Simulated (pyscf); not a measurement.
**H₂N–SiH₂–NH–SiH(NH₂)–F, singlet**

Gas-phase minimum from PySCF at ωB97X-D3(BJ)/def2-SVP, one conformer. 

```
N
H 1 1.0157
Si 1 1.7267 2 117.68
F 3 1.6375 1 106.45 2 43.80
N 3 1.7022 4 115.08 1 -117.69
H 5 1.0120 3 123.55 4 -81.93
H 5 1.0176 6 114.53 3 -162.96
Si 1 1.7358 2 116.43 3 174.50
N 8 1.7444 1 109.70 2 -119.61
H 9 1.0161 8 118.17 1 -157.90
H 9 1.0164 10 110.37 8 141.78
H 3 1.4833 4 103.38 1 122.51
H 8 1.4899 1 114.48 2 123.33
H 8 1.4966 13 108.72 9 -123.04
```
Charge 0, spin multiplicity 1.

Properties at ωB97X-D3(BJ)/def2-SVP:

```
Quantity                                                                                                                                                                                                                                                                                                           Result
---------------------------------------------------------------------------------------------------------------------  --------------------------------------------------------------------------------------------------------------------------------------------------------------------------------------------------
Harmonic wavenumbers, unscaled                                                                                         52, 110, 165, 210, 220, 283, 314, 339, 412, 428, 476, 521, 619, 683, 734, 785, 816, 843, 887, 908, 918, 946, 965, 990, 1009, 1204, 1534, 1555, 2222, 2263, 2298, 3588, 3599, 3653, 3694, 3728 cm⁻¹
Zero-point energy                                                                                                                                                                                                                                                                                           62.9 kcal/mol
Rotational symmetry number                                                                                                                                                                                                                                                                                              1
Entropy of this conformer at 298 K and 1 atm, rigid rotor and harmonic oscillator, modes under 100 cm⁻¹ raised to 100                                                                                                                                                                                     383.1 J/(mol K)
Dipole moment                                                                                                                                                                                                                                                                                                      2.33 D
```

Single-point totals, which compare only within one level:

```csv
level,total energy (hartree)
ωB97X-D3(BJ)/def2-TZVP,-848.35515
PBE/def2-TZVP,-847.62827
r²SCAN/def2-TZVP,-848.05211
B3LYP-D3(BJ)/def2-TZVP,-848.30584
PBE0-D3(BJ)/def2-TZVP,-847.71193
M06-2X/def2-TZVP,-848.09744
ωB97M-D3(BJ)/def2-TZVP,-848.38729
```

Soft torsions are taken as harmonic, which can shift the entropy by several J/(mol K).
